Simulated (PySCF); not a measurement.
Numbering as in the mapped SMILES `[CH3:1][O:2][AlH2-:3][n+:4]1[cH:5][cH:6][cH:7][cH:8][cH:9]1`. Each H is labelled by its parent atom.

[PySCF 2.14: geometry from PBE0-D3(BJ)/def2-SVP; NMR shieldings at PBE0/pcSseg-1/GIAO; a single conformation; equivalent nuclei averaged; non-relativistic Hamiltonian; gas phase]

References, each an isolated molecule treated in the same way: ¹³C (σ = 184.41 ppm), ¹H (σ = 31.27 ppm) vs TMS; ¹⁷O (σ = 334.56 ppm) vs H2O; ²⁷Al (σ = 489.28 ppm) vs AlH4-; ¹⁵N (σ = 265.67 ppm) against NH3.

| atoms | nucleus | count | δ (ppm) |
| --- | --- | --- | --- |
| C1 | ¹³C | 1 | ? |
| Al3 | ²⁷Al | 1 | ? |
| N4 | ¹⁵N | 1 | ? |
| C6/C8 | ¹³C | 2 | 130.1 |
| H(C5)/H(C9) | ¹H | 2 | 9.00 |
| H(C7) | ¹H | 1 | 8.06 |
| O2 | ¹⁷O | 1 | 12.0 |
| C7 | ¹³C | 1 | 146.1 |
| H(Al3) | ¹H | 2 | ? |
| C5/C9 | ¹³C | 2 | 155.7 |
| H(C6)/H(C8) | ¹H | 2 | 7.61 |
| H(C1) | ¹H | 3 | 3.83 |

**Question.** Estimate the values marked ?.

**Answer.** 
- C1: 52.8 ppm, methyl carbon bonded to O; the inductive effect lowers its shielding
- H(Al3): 4.39 ppm, hydrogen on an aluminium bonded to N, O
- Al3: 51.9 ppm, aluminium bonded to N, O, 2 H
- N4: 293.8 ppm, donor nitrogen of a Lewis adduct

Hydrides on Al or Ga are broadened by the quadrupolar metal nucleus. Shifts are as computed. Against solution values, carbons near 30 ppm lie about +2 ppm off and those near 130 ppm about +5 ppm. Of 1309 compounds with measured shifts, 239 miss one by over three times the rms of a fit or turn the order of signals round; such compounds aren't used in these exercises. Experimental scales use liquid or dissolved standards, which lie at an offset from isolated NH3 (liquid NH3: subtract about 20 ppm) and H2O (liquid H2O: subtract about 36 ppm). Unscaled 15N shifts of sp2 nitrogen come out 20 to 40 ppm too high even then.
